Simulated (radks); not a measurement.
The numbers below are computed, except where a source is named.
Task: Hg IV, 77 electrons, occupied as [Xe] 4f14 5d9. Code: a radial shooting solver on a logarithmic mesh with Libxc functionals. Model: scalar-relativistic Kohn-Sham, r2SCAN, spin-polarised, spherical densities, finite nucleus; open shells are filled with parallel spins first (spin-orbit coupling, left out, can overturn this in heavy ions); meta-GGA in the generalised Kohn-Sham scheme; Fermi nuclear charge, rms radius 5.4648 fm. Some entries of the table are withheld. Estimate them.

orbital,occ.,eigenvalue (eV),r(max) (bohr)
1s down,1,-83274.46,0.01022
1s up,1,-83274.46,0.01022
2s up,1,-14816.72,0.05913
2s down,1,-14816.58,0.05913
2p up,3,-12781.49,0.04906
2p down,3,-12781.39,0.04906
3s up,1,-3553.669,0.1666
3s down,1,-3553.649,0.1666
3p up,3,-2963.051,0.1662
3p down,3,-2963.020,0.1662
3d up,5,-2339.747,0.1356
3d down,5,-2339.666,0.1356
4s up,1,-814.9393,0.3757
4s down,1,-814.8330,0.3757
4p up,3,-620.4532,0.3956
4p down,3,-620.3632,0.3956
4d up,5,-388.3203,0.4027
4d down,5,-388.2128,0.4028
5s up,1,(1),0.8290
5s down,1,(2),0.8280
4f up,7,-131.4784,0.3675
4f down,7,-131.3278,0.3676
5p up,3,-102.7791,0.9281
5p down,3,-101.9287,0.9267
5d up,5,(3),1.144
5d down,4,(4),1.143

Result: 
(1) 5s up eigenvalue (eV): -155.0993
(2) 5s down eigenvalue (eV): -154.4046
(3) 5d up eigenvalue (eV): -43.2217
(4) 5d down eigenvalue (eV): -42.2946
